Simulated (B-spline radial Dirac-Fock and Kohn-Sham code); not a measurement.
# Kohn-Sham estimates against Dirac-Fock for the levels of Re⁴⁺

System: Re⁴⁺, [Xe] 4f14 5d1 6s2 (not the ground configuration).

The density-functional columns are spherical, spin-unpolarised Dirac-Kohn-Sham results without Breit or QED terms: −ε is minus the orbital energy of the initial state and ΔSCF the difference of two total energies. The reference in the last column comes from ΔSCF Dirac-Fock with Breit, self-energy and vacuum polarisation, finite nucleus, configuration average. All numbers are from an atomic code on a B-spline grid, in eV; a selection of levels is shown. For the 1s level of heavy atoms much of the gap between ΔSCF and the reference is the Breit and QED part, -365.3 eV here; for other levels the error of the functional can be larger.

```csv
level,LDA −ε,LDA ΔSCF,Dirac-Fock
K (1s),71526.1,72093.0,71739.8
L1 (2s),12439.3,12544.9,12603.1
L2 (2p1/2),11911.9,12047.4,12027.0
L3 (2p3/2),10473.8,10590.0,10603.6
M1 (3s),2920.2,2952.1,3007.2
M2 (3p1/2),2683.5,2717.7,2752.6
M3 (3p3/2),2371.3,2402.3,2439.6
M4 (3d3/2),1971.2,2008.3,2017.7
M5 (3d5/2),1903.4,1939.3,1951.1
N1 (4s),650.8,666.5,698.7
N2 (4p1/2),551.9,567.6,591.8
N3 (4p3/2),478.8,493.9,518.8
N4 (4d3/2),315.9,330.8,343.5
N5 (4d5/2),302.4,317.1,330.0
N6 (4f5/2),96.98,110.6,107.8
N7 (4f7/2),94.45,108.0,105.4
O1 (5s),137.2,146.8,151.1
O2 (5p1/2),106.5,115.5,114.4
O3 (5p3/2),94.68,103.2,102.5
"O4,5 (5d)",51.72,58.71,57.54
P1 (6s),43.22,47.94,44.98
```

Values without a named source are computed, but for edge energies of neutral atoms, which are taken from tables.
